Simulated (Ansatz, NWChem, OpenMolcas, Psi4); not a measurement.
**How methods differ on SnH4 (SMILES [SnH4])**

SnH4 has 5 atoms, charge 0, and is taken as a singlet. SMILES: `[SnH4]`. The coordinates come from a PBE0-D4/def2-TZVP relaxation.

Quantity: the HOMO–LUMO gap, in eV. The values are calculated.

| level | kind | program | value (eV) | CPU time |
| --- | --- | --- | --- | --- |
| HF/def2-SVPD (core potential) | Hartree–Fock | Ansatz | 13.88 | 2.6 s |
| SVWN5/def2-SVPD (core potential) | LDA | OpenMolcas | 7.08 | 7.8 s |
| revPBE/def2-SVPD (core potential) | GGA | OpenMolcas | 7.15 | 10 s |
| CAM-B3LYP/def2-SVPD (core potential) | range-separated hybrid | Ansatz | 11.07 | 6.1 s |
| wB97X/def2-SVPD (core potential) | range-separated hybrid | NWChem | 13.12 | 34 s |
| B2PLYP/def2-SVPD (core potential) | double hybrid | OpenMolcas | 10.88 | 8 s |
| B2PLYP/def2-SVPD (core potential, density fitting for correlation) | double hybrid | Psi4 | 10.89 | 12 s |
| PBE-QIDH/def2-SVPD (core potential) | double hybrid | Ansatz | ? | 5.9 s |

Q: Estimate the missing values from the other rows.

A: As computed at these levels: PBE-QIDH/def2-SVPD (core potential): 12.17 eV. The values span 7.08 to 13.88 eV. Orbital gaps aren't excitation energies, and those of double hybrids come from the SCF part alone; they tend to grow with the share of exact exchange. Times are those of the runs behind each value, whatever else they computed, on shared processors of several kinds: orders of magnitude only.
